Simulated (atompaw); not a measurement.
## Before and after: PAW (atompaw) potential for Cu (Z = 29)

```
Element                 : Cu (Z = 29)
Generator               : atompaw 4.2.0.5
Type                    : PAW
Functional              : PBE
Relativity              : scalar-relativistic
Frozen core             : [Ar]
Valence charge          : 11
Reference configuration : 3d10 4s0 4p0 (charge +1)
Partial waves           : 4s (bound, empty): rc 2.50 bohr; 4s channel at 3.65 Ry: rc 2.50 bohr; 4p (bound, empty): rc 2.50 bohr; 4p channel at 4.2 Ry: rc 2.50 bohr; 3d (bound): rc 1.10 bohr; 3d channel at 2.7 Ry: rc 1.10 bohr
Local potential         : bessel scheme, radius 2.10 bohr
Core correction         : smooth core density matched at 1.30 bohr
Augmentation charge     : besselshape compensation charge, radius 1.95 bohr; PAW radius 2.50 bohr; waves and projectors: custom rrkj gramschmidtortho
```

All-electron outer shells of the reference configuration (PBE, scalar-relativistic, ld1.x):

```
shell  level (eV)  outermost node (bohr)  outermost maximum (bohr)
   3p      -80.79                   0.26                      0.62
   3d      -13.66                      –                      0.60
   4s      -11.89                   0.89                      2.13
   4p       -6.55                   0.97                      2.81
```

Change: all radii scaled by about 1.30 (s 3.26, p 3.26, d 1.44 bohr); local potential bessel scheme, radius 2.74 bohr; augmentation besselshape compensation charge, radius 2.54 bohr; PAW radius 3.26 bohr; waves and projectors: custom rrkj gramschmidtortho; core correction smooth core density matched at 1.70 bohr.

Cutoffs: the cutoffs (Ry, on a coarse ladder) from which the occupation-weighted sum of valence levels, in a spherical-Bessel basis at the reference potential, stays within 10 and 1 mRy of its value at 400 Ry; they do not see the model core or the augmentation charge, which bear on the density cutoff.

Task: What does the change do?

Result: The potential gets softer (120 Ry and 200 Ry → 50 Ry and 90 Ry); neither file shows a bound ghost. A larger radius leaves more room for a smooth pseudo-wave, so fewer plane waves are needed.

| quantity | base | changed |
| --- | --- | --- |
| cutoff, loose | 120 Ry | 50 Ry |
| cutoff, tight | 200 Ry | 90 Ry |
| bound ghosts | none | none |
| lowest overlap eigenvalue by channel | s 0.66, p 0.81, d 1.00 | s 0.17, p 0.58, d 0.19 |

 The cutoffs see the waves, projectors and local potential, not the compensation charge or the core.
